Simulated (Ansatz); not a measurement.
Cost against result

The pair of H₂ (SMILES [H][H], atoms 1–2) and BH₃O₃ (SMILES OB(O)O, atoms 3–9), both closed shells, in one local arrangement (a lower one may exist), relaxed at PBE0-D4/def2-TZVP:

```
9
angstrom
H 0.8292 -0.0355 -2.6346
H 0.1109 0.1363 -2.7516
O 0.2449 1.2805 0.3734
B -0.1386 0.1089 0.9638
O -0.3634 0.1481 2.3047
O -0.3106 -1.0880 0.3062
H 0.3965 1.2256 -0.5698
H -0.6280 -0.7091 2.6439
H -0.1408 -1.0669 -0.6359
```

Interaction energies are counterpoise-corrected; the time is that of the whole pair.

Program: Ansatz 0.2.0. Basis: as named in each row. Cores are frozen in the correlated methods. B3LYP uses VWN-RPA correlation. Extrapolation: Hartree–Fock as exp(−7.88 √X), correlation as X^−2.97.

Times are rough, for one single point on 4 threads of a shared host (Arm Neoverse V1).

The estimate by CCSD(T) at an estimated basis limit (MP2 extrapolated from triple and quadruple zeta, plus CCSD(T) − MP2 in triple zeta) is -1.05 kcal/mol.

```tsv
method	basis	time (s)	interaction energy (kcal/mol)	method less estimate
HF	STO-3G	under 1	0.74	1.79
PBE-D4	STO-3G	under 1	-0.36	0.69
SPW92	def2-SVP	under 1	-1.68	-0.63
B3LYP-D4	6-31G	under 1	-0.67	0.38
PBE-D4	def2-SVP	under 1	-1.11	-0.06
PBE0-D4	def2-SVP	under 1	-0.96	0.09
PBE-D4	def2-TZVPPD	1	-1.29	-0.24
CCSD(T)	def2-SVP	2	-0.18	0.87
revPBE-D4	def2-TZVPPD	2	-0.96	0.09
BLYP-D4	def2-TZVPPD	2	-0.81	0.25
wB97M-V	def2-SVP	2	-0.73	0.32
PBE0-D4	def2-TZVPPD	2	-1.20	-0.15
B3LYP-D4	def2-TZVPPD	2	-0.97	0.08
HSE06-D4	def2-TZVPPD	2	-1.21	-0.16
r2SCAN-D4	def2-TZVPPD	3	-0.91	0.14
B2PLYP	def2-TZVPPD	4	-0.63	0.42
wB97X-V	def2-TZVPPD	5	-1.09	-0.04
wB97M-V	def2-TZVPPD	6	-1.00	0.05
B97M-V	def2-TZVPPD	6	-1.05	0.00
MP2	def2-QZVPPD	12	-0.93	0.12
CCSD(T)	def2-TZVPPD	85	-0.91	0.14
```

T1 diagnostic: at most 0.013.
